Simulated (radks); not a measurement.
Task: The mean radii <r> (bohr) of the occupied orbitals of an atom or ion are listed with their occupations. Calculated with a radial shooting solver on a logarithmic mesh with Libxc functionals: Dirac Kohn-Sham, PBE, spin-unpolarised, spherical densities, finite nucleus; Fermi nuclear charge, rms radius of each element as measured or else 0.836 A^(1/3) + 0.57 fm.

| orbital | occ. | <r> |
|---|---|---|
| 1s1/2 | 2 | 0.02001 |
| 2s1/2 | 2 | 0.08430 |
| 2p1/2 | 2 | 0.07008 |
| 2p3/2 | 4 | 0.07746 |
| 3s1/2 | 2 | 0.2205 |
| 3p1/2 | 2 | 0.2103 |
| 3p3/2 | 4 | 0.2241 |
| 3d3/2 | 4 | 0.1973 |
| 3d5/2 | 6 | 0.2016 |
| 4s1/2 | 2 | 0.4978 |
| 4p1/2 | 2 | 0.5062 |
| 4p3/2 | 4 | 0.5382 |
| 4d3/2 | 4 | 0.5653 |
| 4d5/2 | 6 | 0.5766 |
| 5s1/2 | 2 | 1.230 |
| 5p1/2 | 2 | 1.387 |
| 5p3/2 | 4 | 1.498 |
| 4f5/2 | 6 | 0.7899 |
| 4f7/2 | 7 | 0.8100 |
| 7f5/2 | 1 | 22.43 |

Name the element and its charge. Open shells, if any, fill j = l - 1/2 first.

Result: Z = 69, thulium, charge +1: Tm+ in [Xe] 4f13 7f1. The 1s radius gives Z: for a bare nucleus <r> = (2 gamma + 1)/(2Z) with gamma = sqrt(1 - (Z/c)^2), 0.01977 bohr for Z = 69, and screening makes it slightly larger (0.02001 here). The occupations add up to 68, and the charge is Z minus that.
